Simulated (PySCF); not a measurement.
## Löwdin shares of the frontier orbitals

Compound: Zr(NHMe)4, C₄H₁₆N₄Zr (singlet state).
Cartesian coordinates in Å at the PBE0-D3(BJ)/def2-SVP level; atoms count from 1:
```xyz
25
C4H16N4Zr angstrom
Zr     0.0062    0.0150    0.0182
N     -0.3396    0.1503    2.0374
C      0.4448    0.6131    3.1569
H     -1.2405   -0.2129    2.3524
H      0.6599   -0.1822    3.8968
H      1.4204    0.9856    2.8053
H     -0.0350    1.4458    3.7067
N      2.0066    0.2124   -0.3872
C      3.0489   -0.7082   -0.7737
H      2.3635    1.1688   -0.3499
H      3.8909   -0.7339   -0.0555
H      2.6448   -1.7316   -0.8275
H      3.4787   -0.4855   -1.7695
N     -0.9978    1.4953   -0.9892
C     -2.1262    2.3283   -0.6496
H     -0.6158    1.7541   -1.8997
H     -2.9667    2.2295   -1.3635
H     -2.5183    2.0487    0.3416
H     -1.8733    3.4052   -0.5946
N     -0.6565   -1.8191   -0.6165
C     -1.3950   -2.2690   -1.7716
H     -0.4893   -2.5910    0.0306
H     -2.3840   -2.6979   -1.5173
H     -1.5841   -1.4225   -2.4507
H     -0.8528   -3.0347   -2.3595
```

Level of theory: TDDFT B3LYP/def2-SVPD, vertical, gas phase, core orbitals frozen in the response, def2 core potentials past Kr in PySCF. Spin–orbit coupling is left out.

Kohn–Sham orbitals with the atoms that hold most of them (Löwdin shares over 4%, at most four atoms; ? is withheld):

```csv
orbital,ε (eV),atoms
LUMO+2,0.27,"Zr1 56%, H10 6%, H4 5%"
LUMO+1,-0.03,"Zr1 58%, N8 6%, N2 6%, N20 5%"
LUMO,-0.26,?
HOMO,-5.89,"N2 31%, N20 29%, Zr1 7%, C3 7%"
HOMO-1,-5.90,"N14 32%, N8 26%, C15 7%, Zr1 7%"
HOMO-2,-6.27,"N8 19%, N2 15%, N20 14%, Zr1 12%"
HOMO-3,-6.56,"Zr1 15%, N14 15%, N20 14%, N2 14%"
```

(1) Give the leading atoms of the LUMO.

(2) How does S1 compare with the orbital gap of 5.63 eV?

(3) Give energy, strength and leading configuration of S5 and S6, and follow the Löwdin shares of the leading atoms from the occupied to the empty orbital.

## Answers

(1) Zr1 (bonded to 4 N) 41%.

(2) S1 is at 4.66 eV (f = 0.0006), 0.97 eV below the gap, made of HOMO-1/HOMO→LUMO+1 (≥51%), HOMO-1/HOMO→LUMO (≥29%). S1/S2 lie within about 0.01 eV of each other. Its leading pair isn't HOMO and LUMO; the energies of that pair differ by 5.86 eV. Without the coupling terms of the response equations the lowest excitation would equal the gap.

(3) 
- S5 (5.04 eV, f 0.0007), HOMO-2→LUMO (72%): N8 19% → at most 4%, N2 15% → at most 4%, Zr1 12% → 41%
- S6 (5.07 eV, f 0.0065), HOMO-2→LUMO+1 (71%): N8 19% → 6%, N2 15% → 6%, Zr1 12% → 58%; the Löwdin share of zirconium is 12% in HOMO-2 and 58% in LUMO+1

Orbitals of the list HOMO-3 to LUMO+2 that lie within 0.01 eV of each other are written together with a slash and their weights summed (≥ marks a lower bound); for degenerate orbitals outside that list single weights are arbitrary.
